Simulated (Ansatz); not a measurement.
`C/C=[CH]/[AlH2]`, charge 0, multiplicity 1.

(1) Give a relaxed structure at PBE0-D4/def2-TZVP (the Gaussian-basis code of Ansatz). (Estimate.)

Results:

(1) The calculation gave: 
```xyz
11

C     1.702    0.525    0.676
C     0.355    0.415    0.049
C    -0.413   -0.683    0.005
Al   -2.135   -0.614   -0.862
H     1.705    1.296    1.454
H     2.449    0.830   -0.063
H     2.016   -0.421    1.121
H    -0.013    1.335   -0.411
H    -0.005   -1.579    0.478
H    -2.571    0.777   -1.496
H    -3.090   -1.881   -0.951
```
Point group Cs.
This is one stationary point; other conformers may exist.
